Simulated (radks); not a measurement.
Q: The mean radii <r> (bohr) of the occupied orbitals of an atom or ion are listed with their occupations. Calculated with a radial shooting solver on a logarithmic mesh with Libxc functionals: Dirac Kohn-Sham, XLYP, spin-unpolarised, spherical densities, finite nucleus; Fermi nuclear charge, rms radius of each element as measured or else 0.836 A^(1/3) + 0.57 fm.

orbital  occ.     <r>
1s1/2       2  0.1036
2s1/2       2  0.5186
2p1/2       2  0.4815
2p3/2       4  0.4837
3s1/2       2   1.669

Name the element and its charge. Open shells, if any, fill j = l - 1/2 first.

A: Z = 15, phosphorus, charge +3: P3+ in [Ne] 3s2. The 1s radius gives Z: for a bare nucleus <r> = (2 gamma + 1)/(2Z) with gamma = sqrt(1 - (Z/c)^2), 0.0996 bohr for Z = 15, and screening makes it slightly larger (0.1036 here). The occupations add up to 12, and the charge is Z minus that.
